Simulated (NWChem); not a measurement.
Species: KOH cation, doublet; SMILES of the neutral closed-shell parent [K][OH]

```xyz
3

K     -0.6665    -0.4962    -0.5599
O      1.1158     0.8334     0.9380
H      1.7700     1.3063     1.4837
```
Atoms are numbered in this order, from 1.

Program: NWChem. Pople sets run with spherical d functions. Spin-unrestricted. Geometry: optimised at PBE0-D3(BJ)/def2-TZVP, spin-unrestricted. The spin multiplicity was typed, not searched, and may not be the lowest. No stability test was run on the SCF state. Vzz is the largest principal value of the second derivative of the potential at the nucleus (NWChem prints the opposite sign); η is the asymmetry. Non-relativistic.

| level | Vzz K1 (a.u.) | η K1 | Vzz O2 (a.u.) | η O2 |
|---|---|---|---|---|
| UHF/def2-SVP | -0.091 | 0.11 | [?] | 0.69 |
| UHF/6-31G* | -0.091 | 0.10 | -2.547 | 0.71 |
| PBE0/6-31G* | -0.075 | 0.14 | -2.533 | 0.75 |
| PBE0/def2-SVP | -0.075 | 0.15 | -2.581 | 0.74 |

Task: Complete the blanks.

Result: 
- UHF/def2-SVP, Vzz O2 (a.u.): -2.601
